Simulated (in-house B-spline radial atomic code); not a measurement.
RPA and G0W0 for Ar³⁺, [Ne] 3s2 3p3, highest spin, as one setting changes: the highest l of the empty states. Start: r2SCAN. A dash marks a level of low quasi-particle weight. Computed with an all-electron radial atomic-structure program (B-spline basis): all electrons, non-relativistic, point nucleus, each spin shell either full or empty, empty states to the listed l with an (l + 1/2)⁻⁴ tail; G0W0 by contour deformation at full frequency.

```csv
highest l of the empty states,RPA summed (Eh),RPA extrapolated (Eh),G0W0 level (eV)
3,-0.80367,-0.8993,3p up -59.12
4,-0.85554,-0.91116,3p up -59.28
5,?,?,?
6,-0.88545,-0.90185,3p up -59.25
7,-0.8905,-0.90082,3p up -59.25
8,-0.8934,-0.9003,3p up -59.25
9,-0.89518,-0.89999,3p up -59.24
10,?,?,?
11,-0.89709,-0.89967,3p up -59.24
```

Q: What belongs in the row for 5?

A: RPA summed (Eh): -0.8759; RPA extrapolated (Eh): -0.90425; G0W0 level (eV): 3p up -59.26.

Q: What belongs in the row for 10?

A: RPA summed (Eh): -0.89633; RPA extrapolated (Eh): -0.89979; G0W0 level (eV): 3p up -59.24.
